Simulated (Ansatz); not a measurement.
`C1[CH2][GeH2][SiH2]1`, relaxed with RKS PBE-D4/def2-SVP in the Gaussian-basis code of Ansatz from a rough embedded geometry. The force threshold is 0.03 eV/Å; the program also tests the step.

Total charge 0; spin multiplicity 1.

Start:

```xyz
12

C     1.112    0.364    0.224
C    -0.165    1.180    0.113
Ge   -1.420   -0.249   -0.218
Si    0.466   -1.317   -0.062
H     1.629    0.503    1.217
H     1.859    0.721   -0.618
H    -0.190    1.904   -0.730
H    -0.433    1.718    1.079
H    -2.055   -0.223   -1.695
H    -2.390   -0.529    0.978
H     0.645   -2.185    1.099
H     0.942   -1.889   -1.387
```

```csv
step,energy (eV),largest force (eV/Å),largest move (Å)
1,-66572.0639,3.263,0.000
2,-66572.7810,1.021,0.195
3,-66572.8610,0.220,0.082
4,-66572.8617,0.116,0.023
5,-66572.8645,0.017,0.015
```

End:

```xyz
12

C     1.148    0.414    0.203
C    -0.189    1.225    0.120
Ge   -1.525   -0.249   -0.233
Si    0.568   -1.410   -0.086
H     1.655    0.538    1.182
H     1.881    0.734   -0.567
H    -0.186    1.977   -0.693
H    -0.423    1.762    1.061
H    -2.255   -0.151   -1.603
H    -2.597   -0.432    0.878
H     0.805   -2.350    1.070
H     1.120   -2.059   -1.331
```

It took 8.5 s on 4 threads of an Arm Neoverse V1 on a shared host, with 0.18 GiB of host memory at the peak.
